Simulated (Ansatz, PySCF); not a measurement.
Process, species as SMILES: Nc1ccsc1 [thiophen-3-amine] -> [NH2] (NH2) + [c]1ccsc1 (the C-N bond at the site shown breaks; other sites are not compared here)
Each molecule is optimised on its own at B3LYP-D3(BJ)/def2-TZVP (Ansatz, a quantum-chemistry and plane-wave program), one conformer each, not searched for the lowest. Unstable Hartree-Fock reference: Nc1ccsc1. Markedly spin-contaminated UHF reference, which strains HF, MP2 and, less, CCSD(T): [c]1ccsc1.
Geometry of the first species:
```
C
C 1 1.3708
H 2 1.0775 1 127.81
N 1 1.3981 2 125.65 3 -3.22
H 4 1.0085 1 114.35 2 20.75
H 4 1.0088 5 110.89 1 -130.60
C 1 1.4293 2 111.87 3 -179.78
C 7 1.3628 1 112.78 2 -0.04
H 8 1.0773 7 127.72 1 179.98
H 7 1.0812 8 123.74 9 0.56
S 8 1.7145 9 120.41 7 179.60
```
Charge 0, spin multiplicity 1.

Wanted: bond dissociation energy (enthalpy at 298 K, with B3LYP-D3(BJ) rigid-rotor harmonic-oscillator terms from PySCF), in kJ/mol. Valence correlation only, unless marked. Open shells are spin-unrestricted. Spin-orbit coupling is left out. Non-relativistic. 

```json
[
 {"level": "B97M-V/def2-TZVPD", "program": "Ansatz", "bond dissociation energy (kJ/mol)": "425.2"},
 {"level": "PBE0/def2-SVP", "program": "Ansatz", "bond dissociation energy (kJ/mol)": "452.1"},
 {"level": "BHLYP/def2-TZVPD", "program": "Ansatz", "bond dissociation energy (kJ/mol)": "403.1"},
 {"level": "B2GP-PLYP/def2-TZVPD", "program": "Ansatz", "bond dissociation energy (kJ/mol)": "432.1"},
 {"level": "B2PLYP-D3(BJ)/def2-TZVPD", "program": "Ansatz + dftd3", "bond dissociation energy (kJ/mol)": "430.8"},
 {"level": "RPA@PBE/cc-pV(T+d)Z", "program": "Ansatz", "bond dissociation energy (kJ/mol)": "408.9"}
]
```
